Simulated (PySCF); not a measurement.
# Computed records: Al2BH4O, CH5AlBO, CH6AlBN, CH5B2Si and others

Calculation on a computer-drawn molecule: optimised geometry and harmonic frequencies of an isolated molecule of the commonest isotopes, restricted reference for singlets and unrestricted otherwise, frozen core in MP2. Program: PySCF 2.14.0.

Common to all runs: charge 0; multiplicity 2; method HF; basis cc-pV(D+d)Z.

```json
{"entry": 1, "formula": "Al2BH4O", "start_structure": {"atoms_angstrom": [["B", -3.0883, -0.5635, 0.6607], ["Al", -3.1775, 1.2331, -0.3145], ["O", -1.599, 1.6077, -1.0174], ["Al", -0.075, 1.8262, -1.6967], ["H", -2.9308, -1.6171, 1.0441], ["H", -4.0433, 2.3798, -0.5488], ["H", 0.1355, 3.2021, -2.4524], ["H", 0.9633, 0.6837, -1.6718]]}, "given": {"drawn_bonds_atom": [1, 2, 3, 1, 2, 4, 4], "drawn_bonds_other_atom": [2, 3, 4, 5, 6, 7, 8], "drawn_bonds_order": [1, 1, 1, 1, 1, 1, 1]}, "results": {"optimised_atom_element": ["B", "Al", "O", "Al", "H", "H", "H", "H"], "optimised_atom_x [angstrom]": [-3.135, -2.991, -1.48, -0.01191, -3.235, -4.283, 0.8098, 0.5114], "optimised_atom_y [angstrom]": [-0.4375, 1.041, 1.455, 1.924, -1.288, 1.786, 3.081, 1.191], "optimised_atom_z [angstrom]": [0.9234, -0.5085, -1.131, -1.8, 1.749, -1.025, -1.111, -3.094], "modes_frequency [cm^-1]": [58.56, 81.15, 104.6, 204.8, 222.0, 491.6, 520.0, 616.1, 630.3, 675.9, 699.8, 772.0, 864.5, 1103, 1990, 1993, 2006, 2815], "modes_reduced_mass [dalton]": [1.105, 4.465, 3.457, 1.255, 4.342, 1.255, 6.468, 1.292, 1.486, 1.343, 2.135, 1.366, 1.112, 16.44, 1.041, 1.062, 1.025, 1.1], "rotational_constants [GHz]": [16.45, 1.874, 1.727], "total_energy [hartree]": -585.7453, "spin_squared": 0.759, "convergence_status_largest_gradient_component [hartree/bohr]": 8.248e-06}}
{"entry": 2, "formula": "CH5AlBO", "start_structure": {"atoms_angstrom": [["B", -2.2522, -0.1033, -1.6161], ["Al", -1.2694, -0.2674, 0.1291], ["C", -0.594, -1.8633, 1.2433], ["O", -0.9051, 1.2752, 0.7884], ["H", -2.8635, 0.2483, -2.5367], ["H", -0.8673, -2.841, 0.6617], ["H", -1.0587, -1.8817, 2.165], ["H", 0.436, -1.8564, 1.3428], ["H", -0.7113, 2.0368, 1.2774]]}, "given": {"drawn_bonds_atom": [1, 2, 2, 1, 3, 3, 3, 4], "drawn_bonds_other_atom": [2, 3, 4, 5, 6, 7, 8, 9], "drawn_bonds_order": [1, 1, 1, 1, 1, 1, 1, 1]}, "results": {"optimised_atom_element": ["B", "Al", "C", "O", "H", "H", "H", "H", "H"], "optimised_atom_x [angstrom]": [-2.229, -1.235, -0.6935, -0.9083, -2.814, -0.978, -1.151, 0.3925, -0.4686], "optimised_atom_y [angstrom]": [-0.1333, -0.1134, -1.741, 1.434, -0.1598, -2.651, -1.791, -1.774, 1.677], "optimised_atom_z [angstrom]": [-1.622, 0.184, 1.137, 0.8005, -2.658, 0.5997, 2.132, 1.285, 1.597], "modes_frequency [cm^-1]": [54.13, 160.8, 166.2, 218.0, 238.6, 341.3, 560.9, 588.5, 659.9, 674.6, 725.0, 749.0, 895.2, 1336, 1544, 1548, 2813, 3143, 3212, 3225, 4231], "modes_reduced_mass [dalton]": [1.039, 1.561, 2.842, 3.261, 2.292, 1.133, 1.957, 1.873, 1.663, 1.293, 1.593, 2.723, 5.413, 1.237, 1.053, 1.054, 1.1, 1.036, 1.098, 1.1, 1.068], "rotational_constants [GHz]": [6.275, 5.24, 2.907], "total_energy [hartree]": -382.2373, "spin_squared": 0.7591, "convergence_status_largest_gradient_component [hartree/bohr]": 3.661e-05}}
{"entry": 3, "formula": "CH6AlBN", "start_structure": {"atoms_angstrom": [["B", -0.7508, 1.5837, -0.3241], ["C", 0.4668, 1.0139, 0.1313], ["Al", -1.3478, 0.8761, 1.5398], ["N", -1.7186, -0.7803, 2.0011], ["H", -0.8764, 2.7018, -0.849], ["H", 1.4727, 1.3908, 0.0906], ["H", 0.5234, -0.0933, 0.4198], ["H", -1.7007, 1.9702, 2.6184], ["H", -1.6142, -1.6199, 1.6913], ["H", -2.2808, -0.912, 2.9542]]}, "given": {"drawn_bonds_atom": [1, 2, 3, 1, 2, 2, 3, 4, 4], "drawn_bonds_other_atom": [2, 3, 4, 5, 6, 7, 8, 9, 10], "drawn_bonds_order": [1, 1, 1, 1, 1, 1, 1, 1, 1]}, "results": {"optimised_atom_element": ["B", "C", "Al", "N", "H", "H", "H", "H", "H", "H"], "optimised_atom_x [angstrom]": [-0.5659, 0.1828, -1.068, -1.753, -0.7596, 0.9875, 0.5458, -1.417, -1.612, -2.367], "optimised_atom_y [angstrom]": [1.572, 0.9483, 0.7798, -0.7976, 2.739, 1.584, -0.06922, 1.998, -1.642, -0.9817], "optimised_atom_z [angstrom]": [-0.915, 0.2594, 1.797, 2.178, -1.126, 0.6548, 0.08494, 2.735, 1.656, 2.95], "modes_frequency [cm^-1]": [32.11, 183.6, 191.5, 356.2, 387.2, 475.2, 541.0, 569.4, 604.5, 732.9, 784.0, 841.0, 898.8, 944.8, 1099, 1139, 1511, 1676, 2000, 2698, 3136, 3218, 3776, 3859], "modes_reduced_mass [dalton]": [2.614, 2.196, 3.055, 1.269, 1.383, 1.25, 1.199, 3.027, 1.099, 1.087, 1.333, 2.525, 1.572, 1.303, 1.731, 2.318, 1.158, 1.111, 1.042, 1.095, 1.061, 1.098, 1.052, 1.093], "rotational_constants [GHz]": [14.17, 3.093, 2.93], "total_energy [hartree]": -362.3972, "spin_squared": 0.7543, "convergence_status_largest_gradient_component [hartree/bohr]": 2.642e-05}}
{"entry": 4, "formula": "CH5B2Si", "start_structure": {"atoms_angstrom": [["B", -0.3818, 1.1995, 0.0098], ["Si", 1.5001, 0.8656, 0.4157], ["B", 2.452, 2.4363, -0.1271], ["C", 3.0675, 3.6544, -0.5287], ["H", -1.0763, 1.7317, -0.7849], ["H", 1.8554, -0.3431, -0.4264], ["H", 1.7446, 0.4419, 1.7413], ["H", 2.569, 4.3427, -1.0671], ["H", 4.1347, 3.862, -0.3574]]}, "given": {"drawn_bonds_atom": [1, 2, 3, 1, 2, 2, 4, 4], "drawn_bonds_other_atom": [2, 3, 4, 5, 6, 7, 8, 9], "drawn_bonds_order": [1, 1, 2, 1, 1, 1, 1, 1]}, "results": {"optimised_atom_element": ["B", "Si", "B", "C", "H", "H", "H", "H", "H"], "optimised_atom_x [angstrom]": [-0.4891, 1.484, 2.5, 3.127, -1.165, 1.917, 1.715, 2.607, 4.169], "optimised_atom_y [angstrom]": [1.06, 0.818, 2.467, 3.648, 1.753, -0.3554, 0.5202, 4.429, 3.851], "optimised_atom_z [angstrom]": [-0.01111, 0.3578, -0.1675, -0.5421, -0.7091, -0.4421, 1.791, -1.089, -0.3118], "modes_frequency [cm^-1]": [78.32, 109.4, 180.5, 232.0, 295.2, 516.9, 521.0, 588.6, 672.0, 718.2, 756.9, 850.5, 860.4, 1010, 1388, 1657, 2290, 2308, 2777, 3288, 3366], "modes_reduced_mass [dalton]": [1.145, 3.23, 1.055, 2.585, 2.118, 4.798, 1.504, 1.338, 4.165, 1.783, 1.154, 1.311, 1.248, 1.05, 1.216, 4.589, 1.044, 1.036, 1.096, 1.063, 1.108], "rotational_constants [GHz]": [13.39, 2.893, 2.449], "total_energy [hartree]": -378.9393, "spin_squared": 0.7656, "convergence_status_largest_gradient_component [hartree/bohr]": 1.865e-05}}
{"entry": 5, "formula": "B2H6NSi", "start_structure": {"atoms_angstrom": [["B", -2.44, -1.0887, 1.4521], ["Si", -1.6266, -0.0758, 0.1725], ["B", 0.2852, -0.3777, 0.766], ["N", 0.8256, 0.4555, 1.7433], ["H", -2.6048, -2.1783, 1.9799], ["H", -1.8792, 1.4091, 0.0985], ["H", -1.7003, -0.3769, -1.3134], ["H", 0.9398, -1.1424, 0.2853], ["H", 1.7401, 0.3756, 2.1067], ["H", 0.2894, 1.1954, 2.184]]}, "given": {"drawn_bonds_atom": [1, 2, 3, 1, 2, 2, 3, 4, 4], "drawn_bonds_other_atom": [2, 3, 4, 5, 6, 7, 8, 9, 10], "drawn_bonds_order": [1, 1, 1, 1, 1, 1, 1, 1, 1]}, "results": {"optimised_atom_element": ["B", "Si", "B", "N", "H", "H", "H", "H", "H", "H"], "optimised_atom_x [angstrom]": [-2.755, -1.582, 0.3558, 1.055, -3.131, -2.025, -1.686, 0.9252, 2.001, 0.6712], "optimised_atom_y [angstrom]": [-1.329, -0.08865, -0.3425, 0.6816, -2.461, 1.319, -0.3618, -1.391, 0.5827, 1.587], "optimised_atom_z [angstrom]": [1.41, 0.3354, 0.9601, 1.582, 1.322, 0.5422, -1.127, 0.7986, 1.892, 1.76], "modes_frequency [cm^-1]": [56.07, 150.8, 205.0, 245.8, 487.5, 500.8, 587.8, 634.1, 659.9, 680.1, 759.0, 811.1, 968.0, 972.8, 1034, 1218, 1400, 1760, 2248, 2261, 2668, 2759, 3803, 3904], "modes_reduced_mass [dalton]": [2.705, 1.663, 1.737, 2.21, 1.304, 1.223, 2.004, 1.338, 1.698, 5.035, 1.169, 1.157, 1.12, 1.19, 1.05, 1.482, 3.566, 1.214, 1.049, 1.031, 1.094, 1.096, 1.051, 1.099], "rotational_constants [GHz]": [12.93, 2.836, 2.608], "total_energy [hartree]": -396.2014, "spin_squared": 0.7577, "convergence_status_largest_gradient_component [hartree/bohr]": 8.326e-06}}
```
